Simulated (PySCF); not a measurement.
Computed IR spectrum (relative IR intensity) of a molecule C2H9NSi. Coordinates come from a B3LYP-D3(BJ)/def2-SVP optimisation. Other conformers were not sampled. Method: B3LYP-D3(BJ)/def2-SVP run with PySCF. Frequencies are harmonic and unscaled.

ν (cm⁻¹): 670 (vw), 697 (w), 723 (w), 918 (m), 981 (w), 986 (vs), 1028 (w), 1238 (m), 1315 (w), 1457 (vw), 1466 (vw), 1484 (w), 2153 (s), 2220 (m), 2225 (m), 2949 (m), 2955 (m), 3015 (m), 3101 (w) (against the strongest line: vs over 80 %, s over 45 %, m over 15 %, w over 4 %, vw less)

Q: Identify the compound among the candidates.
A. CCN[SiH3]
B. CN[SiH2]C
C. CN(C)[SiH3]
D. CC[SiH2]N

A: C, CN(C)[SiH3]
